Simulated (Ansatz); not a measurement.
`C#[C][Zr]([F])([F])[F]` + `O=C=[N][GaH][Cl]` → `O=C=[N][Zr]([F])([F])[F]` + `C#[C][GaH][Cl]` at 600 K and 1 bar (redistribution).

Computed with Ansatz on PBE0-D4/def2-TZVP structures; ΔE is electronic, products minus reactants. CCSD(T)/CBS adds triple-zeta CCSD(T) − MP2 to the extrapolated MP2 energy (def2 sets, frozen cores). Elements past krypton have def2 core potentials. For Ga, Zr outer-core shells are correlated without core-valence functions, which leaves a few kJ/mol of doubt a bond. Scalar relativity is left out up to krypton. Each species was taken in one conformer, which may not be the lowest.

| species | CCSD(T)/CBS energy (Eh) | H − E (kJ/mol) | S (J/(mol·K)) |
| --- | --- | --- | --- |
| `C#[C][Zr]([F])([F])[F]` | -423.26659 | 124.8 | 456.3 |
| `O=C=[N][GaH][Cl]` | -2552.32599 | 105.5 | 417.8 |
| `O=C=[N][Zr]([F])([F])[F]` | -514.59914 | 114.3 | 478.1 |
| `C#[C][GaH][Cl]` | -2461.01543 | 116.2 | 391.3 |

H − E and S are ideal-gas, rigid-rotor, harmonic terms from PBE0-D4/def2-TZVP, for one conformer and one mirror image of each species. 1 Eh = 2625.50 kJ/mol, R = 8.31446 J/(mol·K).

Q: By hand: ΔE, ΔH, ΔS and ΔG.

A: ΔE = (-514.59914) + (-2461.01543) − (-423.26659) − (-2552.32599) = -0.02199 Eh = -57.7 kJ/mol. Δ(H − E) = 114.3 + 116.2 − 124.8 − 105.5 = 0.2, so ΔH = -57.5 kJ/mol. ΔS = 478.1 + 391.3 − 456.3 − 417.8 = -4.7 J/(mol·K). ΔG = -57.5 − 600 × (-4.7)/1000 = -54.7 kJ/mol.

Q: By hand: the equilibrium constant, and the temperature at which ΔG would vanish if ΔH and ΔS stayed fixed.

A: log₁₀ K = −ΔG/(RT ln 10) = 4.8. ΔG = 0 at ΔH/ΔS = 12234 K, far beyond where these terms or the molecules hold.

The number of gas molecules stays the same, so ΔS is small and ΔH decides. A doubt of 5 kJ/mol in ΔE shifts log₁₀ K by 0.4 here. Other conformers and mirror images would add mixing entropy, several J/(mol·K) or more a flexible species. Modes under 60 cm⁻¹, often nearly free rotors, make the harmonic entropy too high. These are equilibria of isolated gas molecules and say nothing of rates. Largest T1 diagnostic: 0.018 (customary marks: 0.02 for closed shells, 0.045 for open ones).
